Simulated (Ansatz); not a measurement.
Computed with Ansatz.

A structure relaxed at PBE0-D4/def2-TZVP, charge 0, multiplicity 1:

```json
{"atom": "N1", "x (Å)": "0.956", "y (Å)": "-1.272", "z (Å)": "-0.473"}
{"atom": "Ge2", "x (Å)": "-0.042", "y (Å)": "0.202", "z (Å)": "-0.167"}
{"atom": "N3", "x (Å)": "-1.339", "y (Å)": "-0.208", "z (Å)": "1.002"}
{"atom": "O4", "x (Å)": "0.709", "y (Å)": "1.661", "z (Å)": "0.481"}
{"atom": "F5", "x (Å)": "-0.542", "y (Å)": "0.669", "z (Å)": "-1.772"}
{"atom": "H6", "x (Å)": "1.479", "y (Å)": "-1.614", "z (Å)": "0.320"}
{"atom": "H7", "x (Å)": "1.548", "y (Å)": "-1.227", "z (Å)": "-1.289"}
{"atom": "H8", "x (Å)": "-1.910", "y (Å)": "-1.007", "z (Å)": "0.776"}
{"atom": "H9", "x (Å)": "-1.897", "y (Å)": "0.561", "z (Å)": "1.338"}
{"atom": "H10", "x (Å)": "1.039", "y (Å)": "2.232", "z (Å)": "-0.217"}
```

Give its formula and SMILES.

FGeH5N2O, `[NH2][Ge]([NH2])([OH])[F]`.

Summarise the bond lengths by kind.

2 × Ge–N 1.794 to 1.806 Å; 4 × H–N 1.008 to 1.009 Å; 1 × Ge–O 1.764 Å; 1 × F–Ge 1.744 Å; 1 × H–O 0.960 Å.
